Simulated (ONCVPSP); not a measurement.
## Reading a pseudo-wave (fluorine (F))

Columns: radius, all-electron u(r) and pseudo u(r) of the 2s shell (level -29.90 eV) of fluorine in the configuration [He] 2s2 2p5; PBE, scalar-relativistic, ONCV scheme, ONCVPSP 4.0.1.

| r (bohr) | all-electron | pseudo |
| --- | --- | --- |
| 0.057 | -0.4048 | 0.0562 |
| 0.115 | -0.4311 | 0.1213 |
| 0.172 | -0.2790 | 0.1981 |
| 0.230 | -0.0549 | 0.2905 |
| 0.288 | 0.1802 | 0.3958 |
| 0.345 | 0.3932 | 0.5082 |
| 0.402 | 0.5760 | 0.6245 |
| 0.460 | 0.7270 | 0.7396 |
| 0.518 | 0.8428 | 0.8422 |
| 0.575 | 0.9250 | 0.9228 |
| 0.632 | 0.9801 | 0.9792 |
| 0.690 | 1.0124 | 1.0123 |
| 0.747 | 1.0250 | 1.0249 |
| 0.805 | 1.0222 | 1.0222 |
| 0.862 | 1.0075 | 1.0075 |
| 0.920 | 0.9831 | 0.9830 |
| 0.977 | 0.9523 | 0.9522 |
| 1.035 | 0.9159 | 0.9158 |
| 1.092 | 0.8768 | 0.8767 |
| 1.150 | 0.8349 | 0.8348 |
| 1.208 | 0.7918 | 0.7918 |
| 1.265 | 0.7493 | 0.7492 |
| 1.322 | 0.7070 | 0.7070 |
| 1.380 | 0.6649 | 0.6648 |
| 1.438 | 0.6238 | 0.6238 |
| 1.495 | 0.5849 | 0.5849 |

(1) How many radial nodes do the two functions have?

(2) At about which radius was the pseudo-wave matched?

(3) Is the pseudo-wave norm-conserving?

Results:

(1) The all-electron 2s function has n − l − 1 = 1; the pseudo-wave has 0, since the states of the same l below it are removed with the core.

(2) 0.75 bohr. The columns agree to 0.0005 from 0.69 bohr on; several derivatives are matched, so the curves merge somewhat inside the radius.

(3) Yes: the ONCV scheme keeps the norm inside the radius equal to the all-electron one, which fixes the energy derivative of the logarithmic derivative at the level.
